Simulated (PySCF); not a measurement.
**How methods differ on the excitation energy of Pt²⁺**

Pt²⁺ [Xe] 4f14 5d8 (3F) → Pt²⁺ [Xe] 4f14 5d7 6p1 (high-spin determinant), as a difference of total energies. All numbers are calculated (PySCF 2.14, the spin-free X2C one-electron Hamiltonian (Gaussian nucleus), in x2c-TZVPPall). Correlated levels: valence and next inner shell: [Kr] 4d10 4f14 frozen. The calculations carry no spin-orbit coupling.

```json
{"method": "UHF", "excitation energy (eV)": "10.443"}
{"method": "MP2 (valence and next inner shell)", "excitation energy (eV)": "11.153"}
{"method": "SCS-MP2 (valence and next inner shell)", "excitation energy (eV)": "11.290"}
{"method": "CCSD (valence and next inner shell)", "excitation energy (eV)": "11.038"}
{"method": "CCSD(T) (valence and next inner shell)", "excitation energy (eV)": "11.036"}
```

Q: How much does correlation contribute at CCSD(T) (valence and next inner shell)?

A: 11.036 − (10.443) = 0.593 eV, measured against UHF.

A first-order spin-orbit estimate (lowest level to lowest level, LS coupling) adds 0.379 eV.

The basis was made for the ground configuration and has no added diffuse functions, so the excitation energy can come out too high.

The determinant of the upper state mixes LS terms, which raises its energy above the lowest term, most at the Hartree-Fock and MP2 levels.
